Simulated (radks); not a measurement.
The numbers below are computed, except where a source is named.
Task: Mean orbital radii <r> (bohr) of the lanthanum ion La+, [Xe] 5d2, of relativity; Dirac values are averaged over j with weights 2j + 1. Spin-unpolarised spherical Kohn-Sham, LDA (Slater exchange, Perdew-Wang correlation), point nucleus unless stated (finite: rms radius 4.855 fm), a radial shooting solver on a logarithmic mesh with Libxc functionals. A level marked "c x" has the speed of light scaled by that factor and shares open shells by 2j + 1; other Dirac levels either fill j = l - 1/2 first or share by 2j + 1.

shell       non-rel.
2p           0.09714
3s            0.3002
3p            0.2900
3d            0.2607
4s            0.6847
4p            0.7063
4d            0.7641
5s             1.629
5p             1.837
4f (empty)     1.091
5d             2.815
6s (empty)     4.288

Give the values at the level "Dirac, c x 2".

Result: 
shell       Dirac, c x 2  change of magnitude (%)
2p               0.09637                    -0.79
3s                0.2966                    -1.21
3p                0.2883                    -0.60
3d                0.2605                    -0.06
4s                0.6774                    -1.07
4p                0.7031                    -0.46
4d                0.7651                    +0.13
5s                 1.612                    -1.04
5p                 1.831                    -0.32
4f (empty)         1.111                    +1.84
5d                 2.835                    +0.69
6s (empty)         4.247                    -0.96
